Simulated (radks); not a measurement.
Question: Ru+, configuration [Kr] 4d7. Method: scalar-relativistic Kohn-Sham, Slater X-alpha with alpha = 0.817, spin-polarised, spherical densities, finite nucleus; open shells are filled with parallel spins first (spin-orbit coupling, left out, can overturn this in heavy ions); Fermi nuclear charge, rms radius 4.4809 fm; computed with a radial shooting solver on a logarithmic mesh with Libxc functionals. Some entries of the table are withheld. Estimate them.

orbital,occ.,eigenvalue (hartree),<1/r> (bohr^-1),<r^2> (bohr^2)
1s down,1,-808.4549,45.88,0.001508
1s up,1,-808.4547,45.88,0.001508
2s up,1,-116.9326,10.38,0.02494
2s down,1,-116.9138,10.38,0.02494
2p up,3,-104.9746,10.08,0.01959
2p down,3,-104.9600,10.08,0.01959
3s up,1,-20.93438,3.607,0.1846
3s down,1,-20.92077,3.607,0.1845
3p up,3,-16.98182,3.439,0.1873
3p down,3,-16.96694,3.439,0.1871
3d up,5,-10.58786,3.216,(1)
3d down,5,-10.56799,3.216,(2)
4s up,1,-3.18413,1.353,1.165
4s down,1,-3.08774,1.360,1.158
4p up,3,-2.08044,1.207,1.439
4p down,3,-1.97853,1.213,1.431
4d up,5,-0.53911,0.8524,3.018
4d down,2,-0.43659,0.8405,3.227

Answer: 
(1) 3d up <r^2> (bohr^2): 0.1742
(2) 3d down <r^2> (bohr^2): 0.1739
